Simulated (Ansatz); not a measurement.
Consider the redistribution: `[Cu][I]` + `CC(C)(C)[O][Ga]([Cl])[Cl]` → `CC(C)(C)[O][Cu]` + `[Cl][Ga]([Cl])[I]`.

Program: Ansatz. Geometries: PBE0-D4/def2-TZVP. ΔE: electronic, gas phase. CCSD(T)/CBS is the MP2 limit (def2-TZVPP, def2-QZVPP) plus CCSD(T) − MP2 in def2-TZVPP, frozen cores. Elements past krypton have def2 core potentials. For Cu, Ga, I outer-core shells are correlated without core-valence functions, which leaves a few kJ/mol of doubt a bond. Scalar relativity is left out up to krypton. One conformer a species, not always the lowest.

```
                    species  CCSD(T)/CBS(def2) energy (Eh)
                  `[Cu][I]`                    -1936.97972
`CC(C)(C)[O][Ga]([Cl])[Cl]`                    -3076.45440
          `CC(C)(C)[O][Cu]`                    -1872.29173
        `[Cl][Ga]([Cl])[I]`                    -3141.09973
```

**Question.** Work out ΔE.

**Answer.** ΔE = (-1872.29173) + (-3141.09973) − (-1936.97972) − (-3076.45440) = 0.04266 Eh = +26.8 kcal/mol.

Largest T1 diagnostic among the species: 0.029, so the coupled-cluster value is less sure than usual.

From PBE to PBE0 (25 % exact exchange), in def2-TZVPP and without D4, ΔE moves by +5.3 kcal/mol. In def2-TZVPP, CCSD(T) changes the Hartree–Fock value by −8.7 kcal/mol (the triples alone add −1.4 kcal/mol) and MP2 by −9.4 kcal/mol.
